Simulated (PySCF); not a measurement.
# Electron correlation in Cl (chlorine, neutral)

[Ne] 3s1 3p6, 2S determinant (an excited configuration). All numbers are calculated (PySCF 2.14, the spin-free X2C one-electron Hamiltonian (Gaussian nucleus), in dyall-av3z). Frozen: [Ne]; 7 electrons correlated; the 26 highest virtual orbitals of each spin left out.

```
  level  correlation energy (mhartree)
   CCSD                        -322.90
    (T)                         -39.97
CCSD(T)                        -362.87
```

Diagnostics: T1 = 0.022, D1 = 0.0473, largest double amplitude 0.208.

A double-excitation amplitude exceeds 0.15, a sign of near-degeneracy.

Cost of the coupled-cluster step: of the order of 9 core-seconds, for 7 correlated electrons.

Iterations:

```
CC2 = 0
CCSD nocc = (np.int64(4), np.int64(3)), nmo = (53, 53)
frozen orbitals [[0, 1, 2, 3, 4, 58, 59, 60, 61, 62, 63, 64, 65, 66, 67, 68, 69, 70, 71, 72, 73, 74, 75, 76, 77, 78, 79, 80, 81, 82, 83], [0, 1, 2, 3, 4, 58, 59, 60, 61, 62, 63, 64, 65, 66, 67, 68, 69, 70, 71, 72, 73, 74, 75, 76, 77, 78, 79, 80, 81, 82, 83]]
max_cycle = 100
direct = 0
conv_tol = 1e-08
conv_tol_normt = 1e-06
diis_space = 8
diis_start_cycle = 0
Init t2, MP2 energy = -0.251805973988805
Init E_corr(UCCSD) = -0.251805973990896
cycle = 1  E_corr(UCCSD) = -0.281581334616949  dE = -0.0297753606  norm(t1,t2) = 0.148063
cycle = 2  E_corr(UCCSD) = -0.299131497865392  dE = -0.0175501632  norm(t1,t2) = 0.0981686
cycle = 3  E_corr(UCCSD) = -0.324659685467837  dE = -0.0255281876  norm(t1,t2) = 0.0644998
cycle = 4  E_corr(UCCSD) = -0.320284822108789  dE = 0.00437486336  norm(t1,t2) = 0.0104782
cycle = 5  E_corr(UCCSD) = -0.322729773147716  dE = -0.00244495104  norm(t1,t2) = 0.00810086
cycle = 6  E_corr(UCCSD) = -0.323026163061827  dE = -0.000296389914  norm(t1,t2) = 0.00143392
cycle = 7  E_corr(UCCSD) = -0.322903499198057  dE = 0.000122663864  norm(t1,t2) = 0.000840088
cycle = 8  E_corr(UCCSD) = -0.322922399885332  dE = -1.89006873e-05  norm(t1,t2) = 0.000565072
cycle = 9  E_corr(UCCSD) = -0.322879973616514  dE = 4.24262688e-05  norm(t1,t2) = 0.000256017
cycle = 10  E_corr(UCCSD) = -0.322905178275941  dE = -2.52046594e-05  norm(t1,t2) = 9.12254e-05
cycle = 11  E_corr(UCCSD) = -0.322902760935889  dE = 2.41734005e-06  norm(t1,t2) = 1.50816e-05
cycle = 12  E_corr(UCCSD) = -0.322903678571289  dE = -9.176354e-07  norm(t1,t2) = 4.67957e-06
cycle = 13  E_corr(UCCSD) = -0.322903673103673  dE = 5.46761608e-09  norm(t1,t2) = 7.4939e-07
UCCSD converged
E(UCCSD) = -460.6536049069035  E_corr = -0.3229036731036728
UCCSD(T) correction = -0.0399718990079709
```
